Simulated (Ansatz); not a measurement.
A nudged elastic band was laid between two geometries of C$_{3}$H$_{7}$B (11 atoms, charge 0, multiplicity 1).

Theory: Ansatz 0.2.0, RKS BHLYP-D4/def2-SVPD.

- movable images: 5
- climbing image: yes
- spring: 5.0 eV/Å²
- optimiser: quadratic models (default)
- start path: through a guess of the saddle point
- force threshold: 0.05 eV/Å
- iteration limit: 60
- end points: relaxed

Initial state:

```xyz
11
Properties=species:S:1:pos:R:3
B -0.166 1.725 0.003
C -0.034 0.347 0.001
C 0.170 -0.442 1.268
C -0.082 -0.462 -1.270
H -0.279 2.893 0.004
H 0.198 0.183 2.162
H 1.110 -1.003 1.226
H -0.636 -1.173 1.400
H -0.231 0.150 -2.161
H 0.848 -1.024 -1.404
H -0.897 -1.193 -1.229
```

Final state:

```xyz
11
Properties=species:S:1:pos:R:3
B -0.410 1.683 0.037
C -0.082 0.339 0.009
C 0.337 -0.414 1.245
C -0.122 -0.468 -1.264
H -0.687 2.824 0.060
H 0.352 0.209 2.140
H 1.339 -0.837 1.116
H -0.344 -1.252 1.434
H 0.864 -0.892 -1.481
H -0.819 -1.308 -1.165
H -0.429 0.117 -2.132
```

(1) Which bonds break or form, and what moves?

(2) Give the energies along the band, and the barrier.

(3) What is the geometry of the highest image?

(4) What are the harmonic wavenumbers there?

Results:

(1) No bond is made or broken. The dihedral C3–C2–C4–H11 goes from 59 to -180°. The two ends are copies of one structure, up to a mirror image or an exchange of like atoms.

(2) The forces met the threshold. The highest image is number 3 of 0 to 6, 0.121 eV above the ends, which have the same energy within 2 meV. A vibrational analysis at the climbing image gives one clearly imaginary mode, 225i cm⁻¹: a first-order saddle point.

| image | path coordinate (Å) | energy (eV) | dihedral C3–C2–C4–H11 (°) |
| --- | --- | --- | --- |
| 0 | 0.00 | 0.000 | 59 |
| 1 | 0.57 | 0.030 | 78 |
| 2 | 1.14 | 0.090 | 98 |
| 3 | 1.71 | 0.121 | 119 |
| 4 | 2.28 | 0.090 | 140 |
| 5 | 2.85 | 0.029 | 161 |
| 6 | 3.42 | 0.000 | -180 |

(3) 
```xyz
11
Properties=species:S:1:pos:R:3
B -0.362 1.688 0.063
C -0.080 0.337 -0.030
C 0.305 -0.390 1.240
C -0.118 -0.498 -1.294
H -0.594 2.833 0.184
H 0.316 0.257 2.119
H 1.303 -0.832 1.143
H -0.396 -1.207 1.442
H 0.586 -0.141 -2.049
H 0.150 -1.532 -1.068
H -1.110 -0.515 -1.751
```

(4) 225i, 207, 255, 369, 397, 634, 831, 842, 1005, 1029, 1094, 1107, 1199, 1431, 1447, 1504, 1508, 1520, 1523, 1651, 2885, 3083, 3109, 3147, 3177, 3179, 3187 cm⁻¹.

The run took 2.6 min on 2 threads of Intel(R) Xeon(R) Platinum 8259CL CPU @ 2.50GHz (Skylake/Cascade Lake), on a shared host, peak memory 0.34 GiB.
